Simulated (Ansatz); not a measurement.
C2HBF2 (SMILES C#CB(F)F): the energy to break a bond

The species is C2HBF2 (6 atoms), meant as a singlet with charge 0. SMILES: `C#CB(F)F`. Geometry: optimised at B3LYP/def2-SVP.

```xyz
6

C    -0.8901    0.4542    1.2623
C    -0.2182    0.1063    0.3106
B     0.6260   -0.3313   -0.8841
F     0.1587   -1.1842   -1.7764
F     1.8499    0.1294   -1.0626
H    -1.4843    0.7617    2.1041
```

Wanted: the dissociation energy of the B3–C2 bond into doublet BF2 and doublet C2H (shapes relaxed at B3LYP/def2-SVP, no zero-point term). 1 Eh = 2625.50 kJ/mol = 27.2114 eV. Totals in Eh; open shells run unrestricted unless said.

| level | program | C2HBF2 | doublet BF2 | doublet C2H |
| --- | --- | --- | --- | --- |
| PBE0-D4/def2-SVP | Ansatz | -300.863224 | -224.171123 | -76.451069 |
| CAM-B3LYP/def2-SVP | Ansatz | -301.077313 | -224.334018 | -76.500985 |
| RPA@PBE/def2-SVP, 5 core orbitals frozen | Ansatz | -300.708265 | -224.043548 | -76.437230 |

Question: Work out the dissociation energy at each level.

Answer: 
1. PBE0-D4/def2-SVP: (-224.171123) + (-76.451069) − (-300.863224) = 0.241032 Eh = 632.8 kJ/mol = 6.56 eV.
2. CAM-B3LYP/def2-SVP: (-224.334018) + (-76.500985) − (-301.077313) = 0.242310 Eh = 636.2 kJ/mol = 6.59 eV.
3. RPA@PBE/def2-SVP: (-224.043548) + (-76.437230) − (-300.708265) = 0.227487 Eh = 597.3 kJ/mol = 6.19 eV.

The levels span 597 to 636 kJ/mol; no measured value is set beside them. A bond enthalpy at 298 K also holds the loss of zero-point energy and thermal terms.
